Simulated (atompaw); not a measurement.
## lead: variants of one PAW (atompaw) potential

Base potential:

* Element: Pb
* Generator: atompaw 4.2.0.5
* Type: PAW
* Functional: PBE
* Relativity: scalar-relativistic
* Frozen core: [Xe] 4f14 5d10
* Valence charge: 4
* Reference configuration: 6s2 6p2
* Partial waves: 6s (bound): rc 2.10 bohr; 6s channel at 0.4 Ry: rc 3.00 bohr; 6p (bound): rc 3.00 bohr; 6p channel at 0.2 Ry: rc 3.00 bohr; 6d channel at 0.3 Ry: rc 2.65 bohr
* Local potential: bessel scheme, radius 2.35 bohr
* Core correction: smooth core density matched at 2.30 bohr
* Augmentation charge: sinc compensation charge, radius 3.00 bohr; PAW radius 3.00 bohr; waves and projectors: custom polynom2 7 10 vanderbiltortho

Cutoffs, loose and tight: the cutoffs (Ry, on a coarse ladder) from which the occupation-weighted sum of valence levels, in a spherical-Bessel basis at the reference potential, stays within 10 and 1 mRy of its value at 400 Ry. They see the waves, projectors and local potential, not the compensation charge or the core. A dash means not determined.

| change | outcome | cutoff, loose | cutoff, tight | bound ghosts |
| --- | --- | --- | --- | --- |
| base | generated | 10 Ry | 18 Ry | none |
| all radii scaled by about 0.73 (s 1.54, p 2.20, d 1.94 bohr); local potential bessel scheme, radius 1.72 bohr; augmentation sinc compensation charge, radius 2.20 bohr; PAW radius 2.20 bohr; waves and projectors: custom polynom2 7 10 vanderbiltortho; core correction smooth core density matched at 1.68 bohr | failed: atompaw: The overlap operator has at least one negative eigenvalue! | – | – | – |
| all radii scaled by about 0.80 (s 1.68, p 2.40, d 2.12 bohr); local potential bessel scheme, radius 1.88 bohr; augmentation sinc compensation charge, radius 2.40 bohr; PAW radius 2.40 bohr; waves and projectors: custom polynom2 7 10 vanderbiltortho; core correction smooth core density matched at 1.84 bohr | failed: atompaw: The overlap operator has at least one negative eigenvalue! | – | – | – |
| all radii scaled by about 0.89 (s 1.86, p 2.66, d 2.36 bohr); local potential bessel scheme, radius 2.08 bohr; augmentation sinc compensation charge, radius 2.66 bohr; PAW radius 2.66 bohr; waves and projectors: custom polynom2 7 10 vanderbiltortho; core correction smooth core density matched at 2.04 bohr | failed: atompaw: The overlap operator has at least one negative eigenvalue! | – | – | – |
| all radii scaled by about 0.92 (s 1.94, p 2.76, d 2.44 bohr); local potential bessel scheme, radius 2.16 bohr; augmentation sinc compensation charge, radius 2.76 bohr; PAW radius 2.76 bohr; waves and projectors: custom polynom2 7 10 vanderbiltortho; core correction smooth core density matched at 2.12 bohr | failed: atompaw: The overlap operator has at least one negative eigenvalue! | – | – | – |
| all radii scaled by about 1.05 (s 2.20, p 3.14, d 2.76 bohr); local potential bessel scheme, radius 2.46 bohr; augmentation sinc compensation charge, radius 3.14 bohr; PAW radius 3.14 bohr; waves and projectors: custom polynom2 7 10 vanderbiltortho; core correction smooth core density matched at 2.40 bohr | generated | 8 Ry | 18 Ry | none |
| all radii scaled by about 1.13 (s 2.36, p 3.38, d 2.98 bohr); local potential bessel scheme, radius 2.64 bohr; augmentation sinc compensation charge, radius 3.38 bohr; PAW radius 3.38 bohr; waves and projectors: custom polynom2 7 10 vanderbiltortho; core correction smooth core density matched at 2.58 bohr | generated | 8 Ry | 15 Ry | none |
| all radii scaled by about 1.16 (s 2.44, p 3.50, d 3.08 bohr); local potential bessel scheme, radius 2.74 bohr; augmentation sinc compensation charge, radius 3.50 bohr; PAW radius 3.50 bohr; waves and projectors: custom polynom2 7 10 vanderbiltortho; core correction smooth core density matched at 2.68 bohr | generated | 8 Ry | 18 Ry | none |
| all radii scaled by about 1.23 (s 2.58, p 3.68, d 3.24 bohr); local potential bessel scheme, radius 2.88 bohr; augmentation sinc compensation charge, radius 3.68 bohr; PAW radius 3.68 bohr; waves and projectors: custom polynom2 7 10 vanderbiltortho; core correction smooth core density matched at 2.82 bohr | generated | 12 Ry | 30 Ry | none |
| all radii scaled by about 1.28 (s 2.68, p 3.84, d 3.40 bohr); local potential bessel scheme, radius 3.00 bohr; augmentation sinc compensation charge, radius 3.84 bohr; PAW radius 3.84 bohr; waves and projectors: custom polynom2 7 10 vanderbiltortho; core correction smooth core density matched at 2.94 bohr | generated | 8 Ry | 18 Ry | none |

Reading the sweep of the scale of all radii (base = 1) (base included, trends over the rows without a ghost): The loose cutoff falls from 10 Ry at 1 to 8 Ry at 1.28, with one reversal. A larger radius leaves more room for a smooth pseudo-wave, so fewer plane waves are needed; a smaller one forces it to follow the all-electron wave where it bends sharply. The generation fails at 0.73, 0.8, 0.89, 0.92.
